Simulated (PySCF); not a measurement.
A structure optimised at PBE-D3(BJ)/def2-TZVP, used in a PySCF frequency run:

```xyz
5

Se     0.4788    -0.1137     0.3758
O      0.0654    -1.7963    -0.2246
H      0.5208    -1.8903    -1.0826
S     -0.9578     1.1912    -0.6333
H     -1.9973     1.0684     0.2355
```
Charge 0, spin multiplicity 1.

Task: Write its SMILES and formula.

Result: O[Se]S, H2OSSe

Task: What are its rotational constants (standard atomic weights)?

Result: 12.334, 3.5621, 2.8435 GHz
